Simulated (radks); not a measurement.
Values are calculated unless marked as measured or tabulated.
Neutral manganese, [Ar] 3d5 4s2. Level of theory: non-relativistic Kohn-Sham, exchange-only B88, spin-polarised, spherical densities, point nucleus (a radial shooting solver on a logarithmic mesh with Libxc functionals). Every spin shell is full or empty, so the densities are truly spherical. Functionals are evaluated on that one density, not self-consistently. Rank these orbital-free kinetic functionals by their error against the exact value of the orbitals, and give that value: Thomas-Fermi, von Weizsacker, TF + vW, TF + vW/9, TF + vW/5, LC94, APBEK, revAPBEK, Perdew 92, Thakkar, LKT, PG1, DePristo-Kress, Ernzerhof.

Answer. Exact: 1149.97 hartree. From best to worst, with 100 (|E| - |E exact|)/|E exact| (equal figures are ties): LC94 -0.02, APBEK +0.08, DePristo-Kress -0.10, Ernzerhof -0.33, revAPBEK +0.35, Thakkar -0.39, Perdew 92 -0.76, TF + vW/9 -0.77, TF + vW/5 +3.91, Thomas-Fermi -6.63, PG1 +20.26, LKT +25.42, TF + vW +46.08, von Weizsacker -47.29.
